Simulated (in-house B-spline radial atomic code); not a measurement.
Checks on a self-consistent run for Sc5+, [Ne] 3s2 (3p3/2)3 (6f7/2)1. Level of theory: Dirac-Hartree-Fock, average of the jj configuration, Fermi nucleus of rms radius 3.5459 fm; calculated with an all-electron radial atomic-structure program (B-spline basis).

```
orbital  q      ε (Eh)    <1/r>        <r²>  small-component weight
  1s1/2  2  -170.81657  20.7802  0.00715892               0.0056505
  2s1/2  2   -23.04241  4.35726    0.135825              0.00098796
  2p1/2  2   -19.54321  4.24664    0.113858              0.00094849
  2p3/2  4   -19.42728  4.20794    0.115159               0.0009436
  3s1/2  2    -5.65437  1.40666     1.11803              0.00022455
  3p3/2  3    -4.73648  1.31603     1.22126              0.00020489
  6f7/2  1    -0.51202  0.17607     68.3993              1.4913e-05
```

Electron-electron repulsion V_ee = 221.6295 hartree.

Q: What total energy follows from the eigenvalues?

A: The eigenvalues count the repulsion twice, so E = Σqε - V_ee = -530.544 - 221.629 = -752.173 hartree; the run printed -752.173.

Q: Does the Dirac virial theorem hold?

A: For a point nucleus E = -2c²Σq·w, with w the small-component weight. Here Σq·w = 0.020027 and c = 137.0360, so the ratio E/(-2c²Σq·w) is 1.000004; the finite nucleus accounts for the departure from 1.

Q: What diamagnetic shielding (Lamb formula) and susceptibility (Langevin formula) do the radii give?

A: σ = (α²/3)Σq<1/r> = 82.5375/(3·137.036²) = 1465.1 ppm, and χ = -0.79199×10⁻⁶·Σq<r²> = -59.62×10⁻⁶ cm³/mol with Σq<r²> = 75.273 bohr². Both are non-relativistic formulas without the paramagnetism of open shells.
